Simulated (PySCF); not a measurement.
# Interval between two levels of Tc⁺ by level of theory

Tc⁺ [Kr] 4d5 5s1 [7S3, M_J = 3] → Tc⁺ [Kr] 4d4 5s1 6s1 [7D5, M_J = 5], as a difference of total energies. Computed with PySCF 2.14 in x2c-TZVPall-2c with one added diffuse shell each of s, p, d type (9s10p8d1f, 86 functions), with the two-component X2C-1e Hamiltonian. Correlated levels: [Ar] 3d10 frozen; the 6 highest virtual spinors dropped. "Screened" scales the spin-orbit matrix elements by Boettger's factors to mimic the two-electron term; Breit and QED terms are absent.

```json
{"method": "GHF (spin-free)", "interval between two levels (cm⁻¹)": "111490"}
{"method": "GMP2 (spin-free)", "interval between two levels (cm⁻¹)": "114920"}
{"method": "GHF (screened spin-orbit)", "interval between two levels (cm⁻¹)": "112430"}
{"method": "GMP2 (screened spin-orbit)", "interval between two levels (cm⁻¹)": "115900"}
```

The labels give the starting determinants; with spin-orbit coupling the two ends relaxed to ⟨J²⟩ = 12.00, ⟨L²⟩ = 0.02, ⟨S²⟩ = 11.99 and ⟨J²⟩ = 30.01, ⟨L²⟩ = 6.06, ⟨S²⟩ = 11.97.

The promoted electron is Rydberg-like, and one or two diffuse shells describe it only roughly, which tends to raise the upper state.
